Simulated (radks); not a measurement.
The numbers below are computed, except where a source is named.
Question: The mean radii <r> (bohr) of the occupied orbitals of an atom or ion are listed with their occupations. Code: a radial shooting solver on a logarithmic mesh with Libxc functionals. Model: scalar-relativistic Kohn-Sham, SCAN, spin-unpolarised, spherical densities, finite nucleus; meta-GGA in the generalised Kohn-Sham scheme; Fermi nuclear charge, rms radius of each element as measured or else 0.836 A^(1/3) + 0.57 fm.

orbital  occ.      <r>
1s          2  0.05032
2s          2   0.2258
2p          6   0.1982
3s          2   0.6804
3p          6   0.7131
3d         10   0.8936
4s          1    2.395

Name the element and its charge.

Answer: Z = 30, zinc, charge +1: Zn+ in [Ar] 3d10 4s1. The 1s radius gives Z: for a bare nucleus <r> = (2 gamma + 1)/(2Z) with gamma = sqrt(1 - (Z/c)^2), 0.04919 bohr for Z = 30, and screening makes it slightly larger (0.05032 here). The occupations add up to 29, and the charge is Z minus that.
